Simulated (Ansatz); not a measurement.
Consider the redistribution: `O[SiH](O)S` + `N[SiH2][GeH2][SH]` → `N[SiH2][SiH](O)S` + `[OH][GeH2][SH]`.

Isolated molecules relaxed with PBE0-D4/def2-TZVP in Ansatz; ΔE leaves out vibrations. CBS: MP2 limit from def2 TZ/QZ plus the TZ coupled-cluster correction, frozen cores. Functionals use def2-TZVPP. B3LYP here is the variant with VWN-RPA as its local correlation; programs differ in this. For Ge outer-core shells are correlated without core-valence functions, which leaves a few kJ/mol of doubt a bond. Scalar relativity is left out up to krypton. Each species was taken in one conformer, which may not be the lowest.

```
 level  ΔE (kJ/mol)
PBE-D4         85.6
 B3LYP         97.7
```

**Question.** What does CCSD(T)/CBS give? (Best estimate.)

**Answer.** Computed: +99.4 kJ/mol. The listed levels differ from it by -13.8, -1.7 kJ/mol.

Largest T1 diagnostic among the species: 0.012.

From PBE to PBE0 (25 % exact exchange), in def2-TZVPP and without D4, ΔE moves by +6.7 kJ/mol. In def2-TZVPP, CCSD(T) changes the Hartree–Fock value by −8.2 kJ/mol (the triples alone add −2.8 kJ/mol) and MP2 by −5.9 kJ/mol.
